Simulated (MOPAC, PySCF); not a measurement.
H9BSi3, SMILES `[SiH3]B([SiH3])[SiH3]`, neutral singlet in the gas phase. 

Cartesian coordinates (Å):
SMILES: [SiH3]B([SiH3])[SiH3]
```xyz
13

Si    -0.8718     1.8105     0.1687
B     -0.0014     0.0126     0.0498
Si    -1.0673    -1.5465    -0.6126
Si     1.9327    -0.2569     0.4902
H     -0.5047     2.4778    -1.1133
H     -0.3681     2.6506     1.2836
H     -2.3532     1.7603     0.2458
H     -0.2582    -2.6508    -1.1854
H     -2.1214    -1.1736    -1.5892
H     -1.7409    -2.0579     0.6157
H      2.1940    -1.5966     1.0766
H      2.5297     0.7711     1.3780
H      2.6290    -0.1955    -0.8265
```
Charge 0, spin multiplicity 1.

All levels are single points at this geometry (B3LYP-D3(BJ)/def2-TZVP); Pople sets use spherical d functions. Orbital energies aren't observables, and empty levels follow the basis.

B3LYP/LANL2DZ in PySCF gives dipole (D) = 0.02.

Question: Estimate the dipole (D) from each of these levels: TPSSh-D3(BJ)/def2-TZVP in PySCF; BP86/6-31G* in PySCF; HF/6-31G* in PySCF; HF/STO-3G in PySCF; PM3 in MOPAC.

Answer: 
```json
[
 {"level": "TPSSh-D3(BJ)/def2-TZVP in PySCF", "dipole (D)": "0.09"},
 {"level": "BP86/6-31G* in PySCF", "dipole (D)": "0.04"},
 {"level": "HF/6-31G* in PySCF", "dipole (D)": "0.16"},
 {"level": "HF/STO-3G in PySCF", "dipole (D)": "0.15"},
 {"level": "PM3 in MOPAC", "dipole (D)": "0.13"}
]
```
